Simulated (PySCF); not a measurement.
## Field gradients at the hydrogen positions

Compound: C₄H₆NO₄S₂ (charge -1).
Geometry (GFN2-xTB, Å), atoms numbered from 1 in this order:
```xyz
17
C4H6NO4S2 angstrom
C     -2.1796   -0.7810    0.0697
S     -1.0959    0.2770   -0.9551
O     -1.9601    1.2765   -1.5539
O     -0.4317   -0.5947   -1.9076
C      0.0925    1.0295    0.0463
C     -0.3743    1.9424    0.9546
N     -0.7425    2.7765    1.6681
S      1.2374   -0.1602    0.5813
C      2.3208   -0.4131   -0.8603
O      0.6205   -1.4440    0.8752
O      2.0819    0.3655    1.6371
H     -1.5298   -1.4775    0.5834
H     -2.7008   -0.1290    0.7586
H     -2.8683   -1.2877   -0.5931
H      2.8414    0.5188   -1.0370
H      3.0122   -1.2127   -0.6267
H      1.6694   -0.6743   -1.6844
```

Level: PBE0/pcSseg-1 (PySCF, non-relativistic); Q(2H) = 0.00286 b; rigid geometry, the same for H and D, with no vibrational averaging.

Question: Tabulate Vzz, the asymmetry η and χzz = 234.96 MHz × Q × Vzz for every hydrogen position.

Answer: 
```tsv
atom	bonded to	bond length (Å)	Vzz (au)	η	χzz (kHz)
H12	C1	1.082	0.3053	0.02	205
H13	C1	1.082	0.3216	0.04	216
H14	C1	1.082	0.3275	0.03	220
H15	C9	1.082	0.3239	0.04	218
H16	C9	1.083	0.3258	0.04	219
H17	C9	1.082	0.3026	0.03	203
```

Question: A static deuteron (I = 1) shows a doublet split by (3/2)χ, (3/4)χ(1 + η) and (3/4)χ(1 − η) with the field along z, y and x of the gradient. What are these for H14?

Answer: With |χ| = 220.0 kHz and η = 0.033: 330, 171 and 160 kHz, to first order and without motion.

The structure is a single GFN2-xTB conformer in the gas phase; no vibrational or solvent corrections. The pcSseg-1 basis has no diffuse functions, a weakness for an anion. GFN2-xTB bond lengths can be off by several hundredths of an ångström, more for odd bonds, and the gradients follow them. The basis is small and wasn't made for field gradients, so the couplings can be 20 % off.
